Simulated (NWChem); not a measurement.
System: benzonitrile (C7H5N); SMILES c1(ccccc1)C#N

Input file for NWChem:

```
start job
memory heap 200 mb stack 900 mb global 1100 mb
geometry units angstroms noautosym nocenter noautoz
  N      0.000000     0.000000    -3.207836
  C      0.000000     0.000000    -2.048276
  C      0.000000     0.000000    -0.615020
  C      0.000000     1.215510     0.086557
  C      0.000000     1.209074     1.477390
  C      0.000000     0.000000     2.173251
  C      0.000000    -1.209074     1.477390
  C      0.000000    -1.215510     0.086557
  H      0.000000     2.156534    -0.466829
  H      0.000000     2.155411     2.022962
  H      0.000000     0.000000     3.265915
  H      0.000000    -2.155411     2.022962
  H      0.000000    -2.156534    -0.466829
end
basis spherical
  * library 6-31g*
end
dft
  xc hfexch
  iterations 150
end
property
  efieldgrad
end
task dft property
```

The geometry was optimised at PBE0/def2-SVP.

Vzz is the largest principal value of the second derivative of the potential at the nucleus (NWChem prints the opposite sign); η is the asymmetry. Non-relativistic.

Atoms are numbered as in the input.

Question: Predict the main results of this run. (Hartree-Fock/6-31G* (spherical d).) Quantities: Vzz N1 (a.u.); η N1.

Answer: 
```json
{
  "Vzz N1 (a.u.)": "-0.864",
  "η N1": "0.15"
}
```
